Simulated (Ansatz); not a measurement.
Mulliken charges of BrFGaHO, SMILES `[OH][Ga]([F])[Br]` from B3LYP/def2-TZVPP in Ansatz (PBE0-D4/def2-TZVP geometry).

| atom | x (Å) | y (Å) | z (Å) | charge (e) |
| --- | --- | --- | --- | --- |
| O1 | -0.233 | 1.059 | -0.907 | -0.370 |
| Ga2 | 0.308 | -0.115 | 0.292 | 0.742 |
| F3 | 1.814 | 0.220 | 1.082 | -0.353 |
| Br4 | -0.820 | -1.989 | 0.849 | -0.208 |
| H5 | -1.070 | 0.825 | -1.317 | 0.189 |

Question: By hand: the dipole of these point charges (1 e Å = 4.8032 D).

Answer: Σ q r = (-0.357, 0.015, -0.255) e Å, of length 0.439 e Å = 2.11 D.

Question: How does the dipole of the full density compare? (Best estimate.)

Answer: The calculation gave: (-0.428, -0.115, -0.211) e Å, 2.36 D; the point charges give 0.89 times that, at 18° from its direction.

Point charges leave out the atoms' own dipoles, such as those of lone pairs, and Mulliken's split depends on the basis, so the close match here is no proof of good charges.

B3LYP here is the variant with VWN-RPA as its local correlation; programs differ in this.
